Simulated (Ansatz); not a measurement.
Geometry optimisation, RKS PBE0/def2-SVP in Ansatz 0.2.0.

The input (input.yaml):

```yaml
crystal:
  periodic: [false, false, false]
  atoms:
    - { symbol: Si, position_ang: [-0.901691, -0.756607, 0.203386] }
    - { symbol: O, position_ang: [-0.159395, 0.439504, 1.206906] }
    - { symbol: H, position_ang: [-1.234824, -0.229113, -1.150446] }
    - { symbol: H, position_ang: [0.021252, -1.916638, 0.097533] }
    - { symbol: H, position_ang: [-2.173926, -1.187802, 0.870526] }
    - { symbol: H, position_ang: [1.800365, 0.728055, 0.100792] }
    - { symbol: Se, position_ang: [2.14207, 0.449236, -1.326502] }
    - { symbol: H, position_ang: [-0.781714, 0.909113, 1.771043] }
    - { symbol: H, position_ang: [1.287763, 1.564353, -1.773138] }
basis:
  gaussian: { orbitals: def2-SVP }
hamiltonian:
  xc: pbe0
relax:
  f_tol: 0.03
  max_steps: 50
```

Run as:

```bash
$ ansatz run input.yaml --threads 2 --pin off --max-ram 3072MiB --backend cpu --events-out ev --progress --plain --runs-dir out
```

Where does it end, and by what steps?

The run converged. The force dipped under the threshold on the way, but the program's further checks kept it going. After 27 steps the energy has fallen by 0.096 eV; Se7 moved furthest, 1.23 Å.

```json
{"step": "0", "energy less start (eV)": "0.0000", "largest force component (eV/Å)": "0.864", "accepted": "yes"}
{"step": "1", "energy less start (eV)": "-0.0373", "largest force component (eV/Å)": "0.607", "accepted": "yes"}
{"step": "2", "energy less start (eV)": "-0.0551", "largest force component (eV/Å)": "0.219", "accepted": "yes"}
{"step": "3", "energy less start (eV)": "-0.0666", "largest force component (eV/Å)": "0.104", "accepted": "yes"}
{"step": "4", "energy less start (eV)": "-0.0561", "largest force component (eV/Å)": "0.623", "accepted": "no"}
{"step": "5", "energy less start (eV)": "-0.0759", "largest force component (eV/Å)": "0.072", "accepted": "yes"}
{"step": "6", "energy less start (eV)": "-0.0782", "largest force component (eV/Å)": "0.301", "accepted": "yes"}
{"step": "7", "energy less start (eV)": "-0.0799", "largest force component (eV/Å)": "0.288", "accepted": "yes"}
{"step": "8", "energy less start (eV)": "-0.0848", "largest force component (eV/Å)": "0.087", "accepted": "yes"}
{"step": "9", "energy less start (eV)": "-0.0859", "largest force component (eV/Å)": "0.064", "accepted": "yes"}
{"step": "10", "energy less start (eV)": "-0.0872", "largest force component (eV/Å)": "0.031", "accepted": "yes"}
{"step": "11", "energy less start (eV)": "-0.0884", "largest force component (eV/Å)": "0.108", "accepted": "yes"}
{"step": "12", "energy less start (eV)": "-0.0893", "largest force component (eV/Å)": "0.071", "accepted": "yes"}
{"step": "13", "energy less start (eV)": "-0.0903", "largest force component (eV/Å)": "0.099", "accepted": "yes"}
{"step": "14", "energy less start (eV)": "-0.0900", "largest force component (eV/Å)": "0.218", "accepted": "no"}
{"step": "15", "energy less start (eV)": "-0.0915", "largest force component (eV/Å)": "0.085", "accepted": "yes"}
{"step": "16", "energy less start (eV)": "-0.0918", "largest force component (eV/Å)": "0.117", "accepted": "yes"}
{"step": "17", "energy less start (eV)": "-0.0925", "largest force component (eV/Å)": "0.114", "accepted": "yes"}
{"step": "18", "energy less start (eV)": "-0.0932", "largest force component (eV/Å)": "0.049", "accepted": "yes"}
{"step": "19", "energy less start (eV)": "-0.0939", "largest force component (eV/Å)": "0.018", "accepted": "yes"}
{"step": "20", "energy less start (eV)": "-0.0916", "largest force component (eV/Å)": "0.319", "accepted": "no"}
{"step": "21", "energy less start (eV)": "-0.0945", "largest force component (eV/Å)": "0.061", "accepted": "yes"}
{"step": "22", "energy less start (eV)": "-0.0947", "largest force component (eV/Å)": "0.113", "accepted": "yes"}
{"step": "23", "energy less start (eV)": "-0.0952", "largest force component (eV/Å)": "0.066", "accepted": "yes"}
{"step": "24", "energy less start (eV)": "-0.0957", "largest force component (eV/Å)": "0.029", "accepted": "yes"}
{"step": "25", "energy less start (eV)": "-0.0958", "largest force component (eV/Å)": "0.141", "accepted": "yes"}
{"step": "26", "energy less start (eV)": "-0.0963", "largest force component (eV/Å)": "0.046", "accepted": "yes"}
{"step": "27", "energy less start (eV)": "-0.0965", "largest force component (eV/Å)": "0.015", "accepted": "yes"}
```

```xyz
9
Properties=species:S:1:pos:R:3
Si -1.270 -0.992 0.355
O -0.197 0.236 0.736
H -2.240 -0.565 -0.701
H -0.438 -2.119 -0.142
H -2.050 -1.417 1.558
H 1.658 0.770 -0.184
Se 2.913 1.242 -0.799
H -0.565 1.037 1.122
H 2.188 1.809 -1.946
```

Time of the run: 57 s on 2 threads of Arm Neoverse V1 (shared host), peak memory 0.2 GiB.
